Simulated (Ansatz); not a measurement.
Computed with Ansatz on PBE0-D4/def2-TZVP structures; ΔE is electronic, products minus reactants. CCSD(T)/CBS is the MP2 limit (def2-TZVPP, def2-QZVPP) plus CCSD(T) − MP2 in def2-TZVPP, frozen cores. Functionals use def2-TZVPP. B3LYP here is the variant with VWN-RPA as its local correlation; programs differ in this. Each species was taken in one conformer, which may not be the lowest.

`B[SiH](B)F` + `C=C(S)Cl` → `BSC(=C)Cl` + `B[SiH2]F`  (cleavage of the B–Si bond)

`B[SiH](B)F`:

Cartesian coordinates in Å:
```
B -1.149 -1.223 -0.115
Si 0.367 -0.146 0.621
B 0.684 1.426 -0.573
F 0.161 0.263 2.167
H -2.168 -1.415 0.478
H -1.037 -1.681 -1.214
H 1.592 -1.005 0.561
H 0.581 2.560 -0.209
H 0.970 1.221 -1.716
```

`C=C(S)Cl`:

Z-matrix (Å, degrees):
```
C
C 1 1.326
H 1 1.082 2 120.0
H 1 1.082 2 121.1 3 -179.5
S 2 1.752 1 122.4 3 7.3
Cl 2 1.730 1 121.0 3 -177.2
H 5 1.343 2 96.4 1 -144.9
```

`BSC(=C)Cl`:

Cartesian coordinates in Å:
```
B 1.467 1.566 -0.024
S 1.023 -0.043 0.515
C -0.590 -0.454 -0.080
C -1.112 -1.632 0.238
Cl -1.454 0.663 -1.055
H 2.549 1.896 0.351
H 0.763 2.250 -0.691
H -0.552 -2.324 0.854
H -2.095 -1.921 -0.108
```

`B[SiH2]F`:

```xyz
7

B    -0.870    0.832    0.015
Si    0.576   -0.549   -0.010
F     1.997   -0.003    0.506
H    -0.714    1.959    0.379
H    -1.961    0.512   -0.357
H     0.774   -1.055   -1.397
H     0.198   -1.696    0.863
```

| level | ΔE (kcal/mol) |
| --- | --- |
| B3LYP | -27.7 |
| CAM-B3LYP | -28.0 |
| LC-ωPBE | -27.1 |
| HF/def2-SVP | -27.5 |
| MP2/def2-SVP | -32.0 |
| HF/def2-QZVPP | -26.4 |
| SCS-MP2/def2-QZVPP | -29.5 |
| CCSD/CBS(def2) | -27.5 |

(1) What does CCSD(T)/CBS give? (Estimate.)

Largest T1 diagnostic among the species: 0.014.

Answers

(1) Computed: -28.4 kcal/mol. The listed levels differ from it by 0.7, 0.4, 1.3, 0.9, -3.6, 2.0, -1.1, 0.9 kcal/mol.

Leaving LDA and LC-ωPBE aside and taking each functional with its dispersion term where it has one, the values, not all of them listed here, spread over 1.6 kcal/mol, from PBE-QIDH to ωB97X-V. LDA lies −2.1 kcal/mol from PBE without D4. At CCSD(T), def2-SVP lies −1.9 kcal/mol from the extrapolated value and def2-TZVPP −0.1 kcal/mol.
